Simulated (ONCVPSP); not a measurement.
**Rb (Z = 37): variants of one ONCV potential**

Base potential:

rubidium, optimised norm-conserving Vanderbilt (ONCV), made with ONCVPSP 4.0.1 (PBE, scalar-relativistic). Core [Ar] 3d10, reference 4s2 4p6 5s1. Waves: 4s+5s: rc 2.35 bohr, ncon 4, nbas 8, qcut 5.9 1/bohr, 2 projectors; 4p: rc 1.75 bohr, ncon 4, nbas 6, qcut 3.9 1/bohr, 1 projector; d scattering state at 0.41 Ha: rc 2.20 bohr, ncon 5, nbas 9, qcut 4.3 1/bohr, 2 projectors, debl 3.3 Ha. Local part: polynomial inside 1.10 bohr (lpopt 5, dvloc0 0 Ha). Core correction: none.

All-electron outer shells of the reference configuration (PBE, scalar-relativistic, ld1.x):

```tsv
shell	level (eV)	outermost node (bohr)	outermost maximum (bohr)
3d	-103.96	–	0.39
4s	-31.89	0.62	1.25
4p	-15.96	0.64	1.42
5s	-2.23	1.79	4.38
```

Cutoffs, loose and tight: the cutoffs (Ha) at which the residual kinetic energy of the hardest occupied pseudo-wave falls to 1 and 0.1 mHa per electron. They do not see the model core or the augmentation charge, which bear on the density cutoff. Test errors are all-electron minus pseudo excitation energies from the reference, over the configurations 4s2 4p6 5s0; 4s2 4p6 5s0.5; 4s2 4p6 5s0 5p1; 4s1 4p6 5s1. A dash means not determined; rows that change the core or the reference have their own tests.

A true bound ghost makes a file unfit for plane-wave use even where its test errors are small: the radial tests pick states by their node count and pass the ghost by.

```tsv
change	outcome	cutoff, loose	cutoff, tight	bound ghosts	GHOST(+) flags above zero	largest test error (meV)
base	generated	22 Ha	31 Ha	none	s	-60
d: debl 1.85	generated	22 Ha	31 Ha	none	s	-60
p: rc 2.34	generated	9.9 Ha	12 Ha	none	s	-31
p: qcut 5.7	generated	14 Ha	26 Ha	none	s	-64
core [Kr], valence charge 1; reference 5s1; waves now 5s: rc 3.45 bohr, ncon 4, nbas 7, qcut 2.1 1/bohr, 2 projectors, debl 4 Ha; p scattering state at 0.03 Ha: rc 3.75 bohr, ncon 3, nbas 6, qcut 1.8 1/bohr, 2 projectors, debl 3.5 Ha; d scattering state at 0.4 Ha: rc 2.75 bohr, ncon 4, nbas 7, qcut 3.4 1/bohr, 2 projectors, debl 2.2 Ha; local potential polynomial inside 2.70 bohr (lpopt 3, dvloc0 1 Ha)	generated	1.1 Ha	1.8 Ha	none	s, p	1 of 2 tests not solved or not reliable
d: rc 2.48	generated	22 Ha	31 Ha	d	s	-60
```
